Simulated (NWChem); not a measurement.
Atomisation of C5H5F

```
C
H 1 1.1099
H 1 1.1148 2 106.42
C 1 1.4642 2 110.24 3 -117.96
C 4 1.2216 3 150.04 1 179.85
H 5 1.0809 3 161.00 1 -179.60
C 1 1.5100 2 108.78 3 116.44
C 7 1.3405 1 127.12 2 1.78
F 7 1.3487 8 120.62 1 179.07
H 8 1.0977 7 120.33 9 -179.48
H 8 1.0990 10 119.18 7 -179.95
```
Charge 0, spin multiplicity 1.

All runs are NWChem calculations. All single points use one geometry, from PBE/def2-SVP, a minimum by its harmonic frequencies. It is one conformer; others weren't searched.

Basis set: def2-SVP. The atomisation energy is electronic alone: no zero-point, thermal, spin-orbit or counterpoise terms. No value is extrapolated to the basis-set limit. Free atoms are single determinants with multiplicities C 3, F 2, H 2. Correlated methods freeze the same cores in atoms and molecule, 6 orbitals in all.

B3LYP has NWChem's definition, with VWN1-RPA local correlation. The structure started from a generated list of species. The stability of the SCF solutions was not checked. Open-shell Hartree-Fock references start from PBE0 orbitals.

### Question
Order these methods by the atomisation energy they give, lowest first: LDA (SVWN5), PBE, B3LYP, MP2, PBE0, CAM-B3LYP.

### Answer
MP2 (1134.9 kcal/mol), B3LYP (1159.9 kcal/mol), CAM-B3LYP (1167.3 kcal/mol), PBE0 (1177.6 kcal/mol), PBE (1207.4 kcal/mol), LDA (SVWN5) (1356.7 kcal/mol)
